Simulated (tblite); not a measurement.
C8H14O2.
Atom-mapped SMILES: `[CH3:1][CH2:2][CH2:3][CH2:4][C:5](=[O:6])[O:7][CH:8]1[CH2:9][CH2:10]1` (hydrogens: H11, H12, H13 on C1; H14, H15 on C2; H16, H17 on C3; H18, H19 on C4; H20 on C8; H21, H22 on C9; H23, H24 on C10)

Computed with GFN2-xTB (tblite), gas phase: L-BFGS steps from a force-field or distance-geometry start until the largest atomic force falls under 0.01 eV/Å.

Step 74: E = -881.5128 eV
```
atom  x, y, z in Å  |  force x, y, z in eV/Å
C1     -4.3427    0.2421   -0.1923    0.001   0.001   0.011
C2     -3.0681   -0.5628   -0.4114    0.011   0.006   0.000
C3     -1.8270    0.2922   -0.1723    0.009   0.004  -0.003
C4     -0.5333   -0.4894   -0.3816   -0.012  -0.005  -0.004
C5      0.6768    0.4121   -0.2944   -0.025  -0.046  -0.005
O6      0.6633    1.6079   -0.4122    0.002   0.073  -0.009
O7      1.7852   -0.3090   -0.0883    0.024  -0.026   0.008
C8      3.0121    0.3846   -0.0080    0.008   0.014  -0.010
C9      3.9045    0.0754    1.1520    0.026  -0.013   0.012
C10     4.2553   -0.4151   -0.2229    0.000  -0.009  -0.007
H11    -4.3877    1.0775   -0.8870   -0.004  -0.002  -0.001
H12    -5.2232   -0.3784   -0.3405    0.001  -0.009  -0.013
H13    -4.3691    0.6392    0.8193   -0.014   0.008   0.021
H14    -3.0559   -0.9473   -1.4338    0.017  -0.008  -0.001
H15    -3.0547   -1.4198    0.2661   -0.007   0.002   0.002
H16    -1.8430    0.6848    0.8465   -0.015   0.003  -0.010
H17    -1.8305    1.1465   -0.8510   -0.008   0.006   0.000
H18    -0.5259   -0.9434   -1.3767   -0.002  -0.007   0.006
H19    -0.4272   -1.2922    0.3494    0.004  -0.005  -0.013
H20     2.9357    1.4008   -0.3740    0.012   0.017  -0.017
H21     3.5501   -0.6478    1.8685    0.004  -0.019   0.012
H22     4.4814    0.8808    1.5772   -0.005   0.012   0.022
H23     5.0779    0.0477   -0.7452   -0.021   0.008  -0.015
H24     4.1342   -1.4666   -0.4285   -0.008  -0.007   0.012
```

Step 75: E = -881.5129 eV
```
atom  x, y, z in Å  |  force x, y, z in eV/Å
C1     -4.3433    0.2438   -0.1934    0.005   0.002   0.012
C2     -3.0685   -0.5615   -0.4121    0.003   0.005   0.000
C3     -1.8258    0.2907   -0.1695   -0.001  -0.001  -0.006
C4     -0.5332   -0.4929   -0.3791   -0.010   0.002  -0.006
C5      0.6764    0.4105   -0.3055   -0.008   0.042  -0.022
O6      0.6629    1.6045   -0.4560    0.025  -0.080   0.014
O7      1.7828   -0.3065   -0.0712   -0.011   0.033   0.002
C8      3.0099    0.3877    0.0032    0.014   0.009  -0.010
C9      3.9102    0.0710    1.1549    0.021  -0.011   0.008
C10     4.2525   -0.4103   -0.2252   -0.007  -0.005  -0.009
H11    -4.3877    1.0803   -0.8871   -0.001  -0.005  -0.001
H12    -5.2238   -0.3766   -0.3432    0.008  -0.004  -0.011
H13    -4.3703    0.6400    0.8186   -0.015   0.006   0.021
H14    -3.0562   -0.9439   -1.4353    0.022  -0.008   0.004
H15    -3.0577   -1.4198    0.2640   -0.005   0.005  -0.002
H16    -1.8426    0.6813    0.8503   -0.015   0.004  -0.016
H17    -1.8256    1.1459   -0.8473   -0.013   0.006   0.005
H18    -0.5316   -0.9535   -1.3714    0.000  -0.002   0.011
H19    -0.4225   -1.2906    0.3568    0.002  -0.004  -0.013
H20     2.9294    1.4063   -0.3559    0.014   0.009  -0.019
H21     3.5602   -0.6560    1.8694    0.004  -0.026   0.014
H22     4.4899    0.8738    1.5809   -0.001   0.017   0.026
H23     5.0718    0.0561   -0.7493   -0.018   0.014  -0.017
H24     4.1311   -1.4604   -0.4377   -0.012  -0.009   0.015
```

Task: Estimate the geometry and energy of step 76. (The exact step hangs on the optimiser's Hessian estimate; all steps are aligned on step 75, rigid shifts and turns removed.)

Result: E = -881.5131 eV, largest force 0.026 eV/Å
```
atom  x, y, z in Å  |  force x, y, z in eV/Å
C1     -4.3431    0.2433   -0.1929    0.003   0.002   0.009
C2     -3.0681   -0.5618   -0.4119   -0.003   0.003   0.000
C3     -1.8261    0.2913   -0.1703   -0.005  -0.001  -0.005
C4     -0.5333   -0.4918   -0.3798   -0.008   0.000  -0.004
C5      0.6764    0.4112   -0.3027   -0.003   0.004  -0.011
O6      0.6631    1.6055   -0.4439    0.016  -0.020   0.003
O7      1.7837   -0.3070   -0.0761   -0.003   0.019   0.002
C8      3.0108    0.3871   -0.0002    0.012   0.005  -0.001
C9      3.9090    0.0720    1.1542    0.013  -0.007   0.006
C10     4.2533   -0.4119   -0.2246   -0.005  -0.001  -0.006
H11    -4.3878    1.0794   -0.8870   -0.001  -0.004   0.001
H12    -5.2236   -0.3772   -0.3427    0.010  -0.003  -0.008
H13    -4.3703    0.6400    0.8191   -0.014   0.002   0.014
H14    -3.0558   -0.9451   -1.4349    0.019  -0.005   0.004
H15    -3.0572   -1.4199    0.2645   -0.002   0.005   0.000
H16    -1.8433    0.6822    0.8492   -0.011   0.006  -0.012
H17    -1.8273    1.1462   -0.8484   -0.010   0.005   0.004
H18    -0.5302   -0.9510   -1.3725    0.000  -0.003   0.004
H19    -0.4234   -1.2908    0.3546    0.001  -0.005  -0.009
H20     2.9320    1.4052   -0.3615    0.013   0.004  -0.015
H21     3.5573   -0.6542    1.8692    0.006  -0.018   0.008
H22     4.4873    0.8757    1.5806   -0.002   0.011   0.021
H23     5.0730    0.0539   -0.7485   -0.015   0.010  -0.017
H24     4.1319   -1.4624   -0.4347   -0.011  -0.008   0.012
```

The energy changes by -0.0002 eV. The first-order estimate −F·Δx gives -0.0002 eV and the mean of the old and new forces, exact on a quadratic surface, -0.0002 eV. The step makes an angle of 85° with the force vector and moves no atom by more than 0.012 Å.

The cost below is that of the whole relaxation. Hardware: one thread, Arm Neoverse V2 (aarch64), on a shared host. Cost: 0.69 s of wall time.
